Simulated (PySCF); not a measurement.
neopentane (C5H12), SMILES CC(C)(C)C.

Geometry optimised at r2SCAN-D4/def2-SVP.

Level of theory: M06-2X/def2-TZVP (PySCF).

Isolated molecule, no solvent.

```
Quantity                                                                                                       Result
---------------------------------------------------------------------------------------------  ----------------------
total energy                                                                                       -197.73038 hartree
point group                                                                                                        Td
highest occupied level                                                                                      -10.23 eV
lowest empty level                                                                                            1.55 eV
orbital gap                                                                                                  11.78 eV
dipole moment                                                                                                  0.00 D
quadrupole, principal values (traceless, Buckingham form, about the centre of nuclear charge)    0.00, 0.00, 0.00 D·Å
mean static polarisability                                                                       63.1 bohr³ (9.35 Å³)
polarisability, principal values                                                               63.1, 63.1, 63.1 bohr³
```
